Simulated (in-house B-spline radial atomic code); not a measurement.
A fraction x of an electron is removed from 3d in Pd, starting from [Kr] 4d10 and keeping the highest spin. Method: scalar-relativistic (X2C) OLYP, spin-polarised, spherical fractional occupations, Fermi nucleus of rms radius 4.5318 fm. Calculated with a B-spline radial code for spherical atoms.

| x | E(x) - E(0) (eV) | 3d down level (eV) |
| --- | --- | --- |
| 0 | 0.0000 | -326.282 |
| 0.08 | 26.1988 | -328.693 |
| 0.18 | 59.2207 | -331.754 |
| 0.37 | 122.8166 | -337.704 |
| 0.49 | 163.5711 | -341.547 |
| 0.5 | 166.9882 | -341.870 |
| 0.62 | 208.2465 | -345.779 |
| 0.63 | 211.7060 | -346.107 |
| 0.8 | ? | ? |
| 0.91 | ? | ? |
| 1 | 342.0479 | -358.529 |

Question: What belongs in the row x = 0.8?

Answer: An energy change of 271.0223 eV; 3d down at -351.751 eV.

Question: What belongs in the row x = 0.91?

Answer: An energy change of 309.9185 eV; 3d down at -355.461 eV.

Question: Check Janak's theorem between x = 0.08 and 0.18.

Answer: The slope of the energy is 330.22 eV; the orbital levels give 330.22 eV (-ε of the emptying orbital, averaged over the two points).
